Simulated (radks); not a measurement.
All-electron atom: Mn22+ in [He] 2s1. All-electron calculation, scalar-relativistic Kohn-Sham, r2SCAN, spin-polarised, spherical densities, finite nucleus; open shells are filled with parallel spins first; meta-GGA in the generalised Kohn-Sham scheme; Fermi nuclear charge, rms radius 3.7057 fm. Program: a radial shooting solver on a logarithmic mesh with Libxc functionals.

Unscreened Slater integrals over Kohn-Sham orbitals (hartree). They are taken over the spin-up orbitals. Empty in this configuration: 2p.

integral     value
F0(2s,2s)   3.6110
F0(2s,1s)   5.0461
G0(2s,1s)  0.50968
F0(2s,2p)   3.8516
G1(2s,2p)   2.1600
F0(1s,1s)   15.575
F0(1s,2p)   5.7076
G1(1s,2p)   1.1026
F0(2p,2p)   4.2390
F2(2p,2p)   2.0403
